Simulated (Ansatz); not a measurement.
Wavefunction ladder for C3H6Te, SMILES `C=CC[TeH]`

```json
{"atom": "C1", "x (Å)": "0.594", "y (Å)": "1.468", "z (Å)": "0.747"}
{"atom": "C2", "x (Å)": "0.574", "y (Å)": "0.363", "z (Å)": "0.011"}
{"atom": "C3", "x (Å)": "-0.654", "y (Å)": "-0.263", "z (Å)": "-0.524"}
{"atom": "Te4", "x (Å)": "-1.081", "y (Å)": "-2.190", "z (Å)": "0.378"}
{"atom": "H5", "x (Å)": "-0.321", "y (Å)": "1.993", "z (Å)": "1.007"}
{"atom": "H6", "x (Å)": "1.523", "y (Å)": "1.883", "z (Å)": "1.117"}
{"atom": "H7", "x (Å)": "1.509", "y (Å)": "-0.139", "z (Å)": "-0.223"}
{"atom": "H8", "x (Å)": "-0.598", "y (Å)": "-0.462", "z (Å)": "-1.594"}
{"atom": "H9", "x (Å)": "-1.542", "y (Å)": "0.339", "z (Å)": "-0.328"}
{"atom": "H10", "x (Å)": "-0.004", "y (Å)": "-2.993", "z (Å)": "-0.593"}
```

Total charge 0; spin multiplicity 1. Correlated methods include outer-core shells of Te, which these sets cover unevenly. Te: def2 effective core potential. Geometry: relaxed with PBE0-D4/def2-TZVP. It is one conformer, not always the lowest. Frozen core, restricted reference, Ansatz 0.2.0.

```tsv
basis	HF (Eh)	MP2 corr.	CCSD corr.	(T)	CCSD(T) total
def2-SVP	-383.96418	-0.53410	-0.58250	-0.02004	-384.56672
def2-TZVPP	-384.10759	-0.96982	-0.97840	-0.03505	-385.12104
def2-QZVPP	-384.11492	-1.16091	–	–	–
```
